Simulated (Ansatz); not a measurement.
Isolated molecules relaxed with PBE0-D4/def2-TZVP in Ansatz; ΔE leaves out vibrations. CCSD(T)/CBS is the MP2 limit (def2-TZVPP, def2-QZVPP) plus CCSD(T) − MP2 in def2-TZVPP, frozen cores. This one scheme is used for every species. DFT in def2-TZVPP. One conformer a species, not always the lowest.

Reaction (substitution at a C–C bond): `CCCCCCCCCC#N` + H₂S → `CCCCCCCS` + `CCC#N`

```tsv
level	ΔE (kcal/mol)
PBE0-D4	-2.0
r2SCAN	-3.1
```

(1) What does CCSD(T)/CBS give? (Estimate.)

Largest T1 diagnostic among the species: 0.012.

## Answers

(1) Computed: -1.0 kcal/mol. The listed levels differ from it by -1.0, -2.1 kcal/mol.

In def2-TZVPP, CCSD(T) changes the Hartree–Fock value by +5.3 kcal/mol (the triples alone add +0.4 kcal/mol) and MP2 by +5.1 kcal/mol. The D4 term adds +3.4 kcal/mol with B3LYP and +2.2 kcal/mol with PBE0; it sums over pairs of atoms, weighted by their polarisabilities, and B3LYP, whose exchange is more repulsive, gets the larger term.

B3LYP here is the variant with VWN-RPA as its local correlation; programs differ in this.
